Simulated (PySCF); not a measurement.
# Polarisability and C₆ of Cr²⁺ (chromium, charge +2)

[Ar] 3d3 4s1, high-spin 5F determinant (an excited configuration). Calculation: PySCF 2.14, in def2-TZVPPD; no relativity, point nucleus. Coupled (time-dependent) response in atomic units; α is the mean over directions.

```tsv
method	mean α (bohr³)	C₆ (like pair)	S(−4)
wB97X-V	27.40	125.7	706.1
wB97M-V	29.83	139.3	866.2
```

S(−4) is the Cauchy moment in α(ω) = α(0) + S(−4) ω² + …

α(iu) at wB97X-V:

| u (hartree) | α(iu) (bohr³) |
| --- | --- |
| 0 | 27.40 |
| 0.0500 | 25.75 |
| 0.100 | 21.90 |
| 0.200 | 14.17 |
| 0.300 | 9.452 |
| 0.500 | 5.284 |
| 0.750 | 3.361 |
| 1.00 | 2.477 |
| 1.50 | 1.615 |
| 2.00 | 1.166 |
| 3.00 | 0.6899 |
| 5.00 | 0.3181 |

A single London oscillator, α(iu) = α/(1 + u²/ω²), gives C₆ = (3/4) ω α². Matching the computed C₆ needs ω = 4 × 125.7 / (3 × 27.40²) = 0.223 hartree.

For an ion, C₆ is the dispersion term alone; charge-induced terms of lower order in 1/R come first.
